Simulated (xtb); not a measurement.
Input for xtb: GFN2-xTB on CI, 2S+1 = 2, a spin state set in the input, which need not be the lowest, a point of a bond scan (R = 2.142 Å).

```
$ xtb mol.xyz --gfn 2 --sp --chrg 0 --uhf 1
2

C      0.00000000     0.00000000     0.00000000
I      0.00000000     0.00000000     2.14165000
```

**Question.** What total energy does the run end on?

**Answer.** -5.7358 hartree.
